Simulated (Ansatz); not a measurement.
`Cl[Si](Cl)(Cl)I` + HI → `Cl[Si](Cl)(I)I` + HCl at 298.15 K and 1 bar (ligand exchange at the Si–Cl bond).

Isolated molecules relaxed with PBE0-D4/def2-TZVP in Ansatz; ΔE leaves out vibrations. CCSD(T)/CBS is the MP2 limit (def2-TZVPP, def2-QZVPP) plus CCSD(T) − MP2 in def2-TZVPP, frozen cores. This one scheme is used for every species. def2 core potentials past Kr. For I outer-core shells are correlated without core-valence functions, which leaves a few kJ/mol of doubt a bond.

| species | CCSD(T)/CBS energy (Eh) | H − E (kJ/mol) | S (J/(mol·K)) |
| --- | --- | --- | --- |
| `Cl[Si](Cl)(Cl)I` | -1966.04944 | 37.7 | 364.2 |
| HI | -298.03592 | 22.7 | 206.5 |
| `Cl[Si](Cl)(I)I` | -1803.70048 | 36.7 | 388.4 |
| HCl | -460.38127 | 26.6 | 186.8 |

H − E and S are ideal-gas, rigid-rotor, harmonic terms from PBE0-D4/def2-TZVP. 1 Eh = 2625.50 kJ/mol, R = 8.31446 J/(mol·K).

By hand: ΔE, ΔH, ΔS and ΔG.

ΔE = (-1803.70048) + (-460.38127) − (-1966.04944) − (-298.03592) = 0.00361 Eh = 9.5 kJ/mol. Δ(H − E) = 36.7 + 26.6 − 37.7 − 22.7 = 2.9, so ΔH = 12.4 kJ/mol. ΔS = 388.4 + 186.8 − 364.2 − 206.5 = 4.5 J/(mol·K). ΔG = 12.4 − 298.15 × (4.5)/1000 = 11.1 kJ/mol.

By hand: the equilibrium constant, and the temperature at which ΔG would vanish if ΔH and ΔS stayed fixed.

log₁₀ K = −ΔG/(RT ln 10) = -1.9. ΔG = 0 at ΔH/ΔS = 2756 K, far beyond where these terms or the molecules hold.

The number of gas molecules stays the same, so ΔS is small and ΔH decides. A doubt of 5 kJ/mol in ΔE shifts log₁₀ K by 0.9 here. These are equilibria of isolated gas molecules and say nothing of rates. Largest T1 diagnostic: 0.009 (customary marks: 0.02 for closed shells, 0.045 for open ones).
